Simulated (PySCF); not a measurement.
# Static response to an electric field

C₈H₇B.
Geometry (PBE0-D3(BJ)/def2-SVP, Å), atoms numbered from 1 in this order:
```
atom  x, y, z in Å
C1     3.6851   -0.0444   -0.0354
C2     2.4721   -0.0647   -0.0239
C3     1.0349   -0.0831   -0.0107
C4     0.3960   -1.3116   -0.0512
B5    -1.0960   -1.6308   -0.0502
C6    -2.2044   -0.5813   -0.0042
C7    -2.0810    0.7852    0.0472
C8    -0.8983    1.5753    0.0694
C9     0.4241    1.2131    0.0446
H10    4.7594   -0.0361   -0.0460
H11    1.0907   -2.1588   -0.0896
H12   -1.4162   -2.8001   -0.0899
H13   -3.2425   -0.9369   -0.0108
H14   -3.0050    1.3762    0.0762
H15   -1.0730    2.6552    0.1129
H16    1.1374    2.0419    0.0710
```

Level: B3LYP/def2-SVPD (PySCF), static field, nuclei fixed, core orbitals frozen in the response. The polarisability tensor in these axes (au):

```
x   170.96   4.21  -0.80
y     4.21 118.66   2.13
z    -0.80   2.13  61.37
```

Task: Diagonalise the tensor; give its mean and Δα, where Δα² is half the sum of the squared differences of the eigenvalues.

Result: Principal values 61.28, 118.40 and 171.29 au; mean 116.99 au = 17.34 Å³ = 19.29 × 10⁻⁴⁰ C²·m²/J; Δα = 95.30 au (81 % of the mean).

Task: What is the dipole moment, and where does it point?

Result: (0.36, 2.08, 0.07) D, 2.11 D in size, pointing from the negative to the positive side. Measured along this direction, the outermost atoms are H12 at the negative end and H15 at the positive end.

Task: Find the Langevin capture rate constant for H3+ (3.023 u) meeting this molecule (114.064 u), k = 2.342 × 10⁻⁹ cm³/s × √(α in Å³ / reduced mass in u).

Result: The reduced mass is 2.95 u, so k = 5.68 × 10⁻⁹ cm³/s. The formula leaves out the permanent dipole, which adds to the capture rate.

Task: Sum over states: ᾱ = Σ f/ω², ω in Eh. What share falls to these 10 lowest TDDFT singlets (eV, f)? 4.10, 0.0099; 4.41, 0.0303; 4.49, 0.0000; 4.94, 0.2998; 4.97, 0.0002; 5.01, 0.0001; 5.03, 0.4995; 5.31, 0.0021; 5.36, 0.0007; 5.64, 0.0001.

Result: They add up to 25.42 au, 21.7 % of the 116.99 au; the largest single term is 14.65 au, from the state at 5.03 eV. Terms in order: 0.44, 1.16, 0.00, 9.09, 0.01, 0.00, 14.65, 0.05, 0.02, 0.00 au. Higher excitations give the rest. The strengths listed sum to 0.843.

Task: Along which axes do the principal values lie, and how far do the nuclei extend along each?

Result: Largest value along (1.00, 0.08, -0.01), where the nuclei span 8.05 Å; middle along (-0.08, 1.00, 0.04), 5.41 Å; least along (0.01, -0.04, 1.00), 0.01 Å. The response follows the extents in order.

Task: Rayleigh depolarisation ratio (linearly polarised light, static tensor)?

Result: ρ = 3Δα²/(45ᾱ² + 4Δα²) = 27245.4/(615929 + 36327.1) = 0.0418.

Isolated species at its PBE0-D3(BJ)/def2-SVP geometry, gas phase.
